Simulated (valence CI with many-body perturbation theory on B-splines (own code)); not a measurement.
## Questions on Cr19+

Method: configuration interaction combined with many-body perturbation theory (CI+MBPT): three valence electrons over a frozen Dirac-Fock core [He], a basis of 11 s, 11 p, 10 d, 8 f, 5 g, 2 h functions for each j, with the one-electron correlation potential Σ1 (screened to all orders), the two-electron term Σ2, the three-electron term Σ3, Breit, model QED; selected single and double excitations, second order for the rest, scaled by the run's own slope (own B-spline code, finite nucleus).

No measured levels were compared; by estimate levels of excited configurations hold to 0.05 to 0.15 % of their energy, terms of the ground configuration to about 0.5 %.

Names give the largest LS component (configuration and term), which can be under half, so a name can repeat, a term be missing and a line seem to break the LS rules; names also repeat where a configuration has a term twice.

Rates and lifetimes use the calculated energies. Strong lines usually hold to 10 to 20 %, long lifetimes can be off by a factor of two.

Task: What is the ground level?

Result: 2s²2p ²P°_1/2, composition 98 % 2s²2p ²P° + 2 % 2p³ ²P°, g = 0.662.

Task: Where does the other parity begin?

Result: At 2s2p² ⁴P_1/2, 44.0 eV.

Task: Among levels below 1240.7 eV, which E1 lines absorb most strongly from the ground level?

Result: to 2s²3d ²D_3/2 at 1.411 nm, f = 0.667; to 2s2p3p ⁴S_3/2 at 1.367 nm, f = 0.140; to 2s²4d ²D_3/2 at 1.078 nm, f = 0.124.

Task: How well does LS coupling describe the low levels?

Result: Among the lowest 20 levels the leading LS term, summed over configurations, holds 93 % on average. For single configurations the figures are 91 % in LS and 78 % in jj coupling. Terms mix most in the J = 1/2 level at 105.1 eV, where the leading one holds 54 %.

Task: How is the term ²P° of the ground level split?

Result: J = 1/2 at 0.0, J = 3/2 at 10.3 eV.
